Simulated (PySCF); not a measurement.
**Which element holds N most strongly?**

r²SCAN in PySCF with def2-TZVPPD on every atom (core potentials on In, Sb), for the lowest determinant that a PBE0 search found; no spin–orbit coupling. D0 is De less the harmonic zero-point energy.

| M | state (unpaired electrons) | Re (Å) | ωe (cm⁻¹) | D0(MN) (eV) |
| --- | --- | --- | --- | --- |
| Sb | singlet (closed shell) | 1.816 | 944 | 3.22 |
| B | triplet (σ ↑, π ↑) | 1.321 | 1568 | 4.80 |
| Cu | triplet (π ↑↑) | 1.765 | 614 | 2.04 |
| In | triplet (π ↑↑) | 2.215 | 439 | 1.85 |
| As | singlet (closed shell) | 1.611 | 1135 | 4.66 |
| P | singlet (closed shell) | 1.487 | 1391 | 5.91 |
| Zn | quartet (σ ↑, π ↑↑) | 2.019 | 371 | 0.48 |

Question: Order the elements by D0 and give the energy of PN + Zn → ZnN + P.

Answer: P > B > As > Sb > Cu > In > Zn; ΔE = 5.91 − 0.48 = +5.43 eV at r²SCAN/def2-TZVPPD. Close neighbours can swap at other levels.

These are scalar-relativistic numbers at best; spin–orbit coupling would shift them, the dissociation energy most. States were picked by a PBE0 search and need not be the measured ground states.
